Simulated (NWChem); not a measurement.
# boron monoxide dimer (B2O2); SMILES O=BB=O

```xyz
4

O      0.0000     0.0000    -2.0254
B      0.0000     0.0000    -0.8262
B      0.0000     0.0000     0.8262
O      0.0000     0.0000     2.0254
```
Atoms are numbered in this order, from 1.

Program: NWChem. Structure relaxed at the PBE0/def2-SVP level. Level PBE/def2-SVPD: energy and gradient; each run changes one setting, and changes count from the defaults (medium grid, exact Coulomb integrals, symmetry on).

Which setting moves the energy most, and by about how much (symmetry off; Coulomb fitting, Ahlrichs set; defaults; coarse grid; Coulomb fitting, Weigend set)?

Coulomb fitting, Ahlrichs set, by about 300 μHa.
```tsv
setting	size of the energy change (μHa)	largest change of a gradient component (μHa/bohr)
defaults	< 10	< 30
Coulomb fitting, Ahlrichs set	300	400
Coulomb fitting, Weigend set	80	70
symmetry off	< 10	other frame
coarse grid	20	300
```
